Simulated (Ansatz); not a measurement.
`CN(C)[Si](O)(O)O` + `OB(F)[SiH2]Br` → `CN(C)[Si](O)(O)Br` + `O[SiH2]B(O)F`  (redistribution)

Isolated molecules relaxed with PBE0-D4/def2-TZVP in Ansatz; ΔE leaves out vibrations. CBS: MP2 limit from def2 TZ/QZ plus the TZ coupled-cluster correction, frozen cores. DFT in def2-TZVPP. B3LYP here is the variant with VWN-RPA as its local correlation; programs differ in this. HSE06 is defined as in plane-wave codes. For Br outer-core shells are correlated without core-valence functions, which leaves a few kJ/mol of doubt a bond. Scalar relativity is left out up to krypton. Each species was taken in one conformer, which may not be the lowest.

```tsv
level	ΔE (eV)
r2SCANh-D4	0.21
HSE06-D4	0.20
revPBE	0.17
PBE0	0.21
B3LYP	0.18
r2SCAN0	0.22
CAM-B3LYP	0.18
LC-ωPBE	0.20
```

(1) What does CCSD(T)/CBS give? (An estimate is asked.)

(2) What do rigid-rotor, harmonic-oscillator terms from PBE0-D4/def2-TZVP frequencies (298.15 K, 1 bar) make of the CCSD(T)/CBS value? (Estimate.)

Largest T1 diagnostic among the species: 0.013.

Answers

(1) Computed: +0.20 eV. The listed levels differ from it by 0.01, 0.00, -0.03, 0.01, -0.02, 0.02, -0.02, 0.00 eV.

(2) Ansatz gave: ΔZPE = -0.01 eV, ΔH = +0.19 eV, ΔS = 6 J/(mol·K), ΔG = +0.17 eV. Modes under 50 cm⁻¹ make the entropy rough.

From BLYP to BHLYP (50 % exact exchange), in def2-TZVPP and without D4, ΔE moves by +0.04 eV. Leaving LDA and LC-ωPBE aside and taking each functional with its dispersion term where it has one, the values, not all of them listed here, spread over 0.07 eV, from BLYP-D4 to r2SCAN0-D4. LDA lies +0.04 eV from PBE without D4.
